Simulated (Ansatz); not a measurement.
Cost and result for the atomization energy of C₂H₇BO₂S (`CB(O)SCO`) (13 atoms, 12 bonds).

Cartesian coordinates in Å:
```
C 0.268 -1.269 -0.817
B 1.114 -0.410 0.186
O 2.322 -0.900 0.579
S 0.612 1.212 0.845
C -1.044 1.474 0.128
O -2.091 1.014 0.923
H -0.792 -1.340 -0.560
H 0.672 -2.281 -0.883
H 0.315 -0.832 -1.821
H 2.810 -0.326 1.176
H -1.166 2.553 0.040
H -1.048 1.033 -0.873
H -1.972 0.073 1.077
```

The species carries charge 0 and has multiplicity 1. The geometry is a stationary point of PBE0-D4/def2-TZVP. It is one conformer, not always the lowest. Program: Ansatz. All runs use 2 threads of an AMD EPYC 7R13 on a shared host and a share of an NVIDIA H100 80 GB. Times are those of one run each, without the atoms' runs, and a repeat can differ threefold. Electronic energies, without spin–orbit coupling; frozen cores. CCSD(T)/CBS adds CCSD(T) − MP2 in def2-TZVPP to the MP2 limit, and its time is that of the two runs behind it. T1 = 0.012. B3LYP takes the VWN-RPA correlation (the form of Gaussian; ORCA's B3LYP/G).

CCSD(T)/CBS is a level of theory with its own doubt, some kJ/mol a heavy atom from the limit and from the frozen cores, so smaller differences don't rank the functionals.

| level | functions | wall time |
| --- | --- | --- |
| PBE0-D4/def2-TZVPP | 295 | 6 s |
| ωB97X-V/def2-TZVPP | 295 | 6 s |
| PBE-D4/def2-TZVPP (with forces) | 295 | 7.5 s |
| ωB97M-V/def2-TZVPP (with forces) | 295 | 8 s |
| r2SCAN-D4/def2-TZVPP (with forces) | 295 | 8.5 s |
| MP2/def2-QZVPP | 565 | 9 s |
| CCSD(T)/def2-TZVPP | 295 | 9.5 s |
| B2PLYP/def2-TZVPP | 295 | 10 s |
| B3LYP-D4/def2-TZVPP (with forces) | 295 | 11 s |
| CCSD(T)/CBS(def2) | – | 19 s |

(1) What atomization energy does each give, and how far from CCSD(T)/CBS? (Estimate.)

Answers

(1) Computed: 
```json
{"level": "PBE0-D4/def2-TZVPP", "atomization (kcal/mol)": "1224.1", "difference from CCSD(T)/CBS": "6.0", "per bond": "0.5"}
{"level": "ωB97X-V/def2-TZVPP", "atomization (kcal/mol)": "1220.6", "difference from CCSD(T)/CBS": "2.5", "per bond": "0.2"}
{"level": "PBE-D4/def2-TZVPP (with forces)", "atomization (kcal/mol)": "1249.9", "difference from CCSD(T)/CBS": "31.8", "per bond": "2.6"}
{"level": "ωB97M-V/def2-TZVPP (with forces)", "atomization (kcal/mol)": "1224.8", "difference from CCSD(T)/CBS": "6.7", "per bond": "0.6"}
{"level": "r2SCAN-D4/def2-TZVPP (with forces)", "atomization (kcal/mol)": "1226.4", "difference from CCSD(T)/CBS": "8.3", "per bond": "0.7"}
{"level": "MP2/def2-QZVPP", "atomization (kcal/mol)": "1231.6", "difference from CCSD(T)/CBS": "13.5", "per bond": "1.1"}
{"level": "CCSD(T)/def2-TZVPP", "atomization (kcal/mol)": "1186.2", "difference from CCSD(T)/CBS": "-31.9", "per bond": "-2.7"}
{"level": "B2PLYP/def2-TZVPP", "atomization (kcal/mol)": "1205.2", "difference from CCSD(T)/CBS": "-12.9", "per bond": "-1.1"}
{"level": "B3LYP-D4/def2-TZVPP (with forces)", "atomization (kcal/mol)": "1217.1", "difference from CCSD(T)/CBS": "-1.0", "per bond": "-0.1"}
{"level": "CCSD(T)/CBS(def2)", "atomization (kcal/mol)": "1218.1", "difference from CCSD(T)/CBS": "0.0", "per bond": "0.0"}
```

In def2-TZVPP, CCSD(T) changes the Hartree–Fock value by +305.2 kcal/mol (the triples alone add +19.7 kcal/mol) and MP2 by +331.8 kcal/mol; breaking electron pairs costs correlation energy, which Hartree–Fock lacks. The D4 term adds +10.5 kcal/mol with B3LYP and +5.5 kcal/mol with PBE0; it sums over pairs of atoms, weighted by their polarisabilities, and B3LYP, whose exchange is more repulsive, gets the larger term. From PBE to PBE0 (25 % exact exchange), in def2-TZVPP and without D4, the atomization energy moves by −24.8 kcal/mol: exact exchange takes away binding that semilocal exchange gives to molecules.
